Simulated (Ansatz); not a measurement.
A made-up structure of ZnBHF, doublet:

```
4
angstrom
F -0.2121 0.0795 -0.0115
B -0.2904 0.9472 -1.0019
Zn 1.3795 -0.7345 0.3300
H -0.9811 -0.0627 0.4538
```

It is relaxed with PBE-D4/def2-SVP and then PBE0-D4/def2-TZVP (Ansatz 0.2.0). Atoms count as bonded within 1.22 times the sum of their covalent radii (H–H: 0.88 Å). The end point is not checked to be a true minimum.

(1) Does its bonding change? (A judgement: the text doesn't fix the answer.)

Results:

(1) The calculation gives: Yes. Formed: B2–Zn3; broken: F1–B2, F1–Zn3.

Where it ends: The first stage lowers the energy by 4.55 eV in 18 steps. It ends as a complex of ZnB + HF:
F1  (-1.291, -0.128, 1.102)
B2  (0.233, 0.670, -1.325)
Zn3  (1.880, -0.506, -0.295)
H4  (-0.926, 0.194, 0.289)
(Å)

For scale, one of the runs: PBE0-D4/def2-TZVP relaxation, 116 basis functions, launched by `ansatz run in.yaml --threads 2 --pin off --events-out ev --progress --plain --max-ram 4352MiB`. Hardware: 2 CPU threads of an Arm Neoverse V1, shared host. Wall time about 110 s.
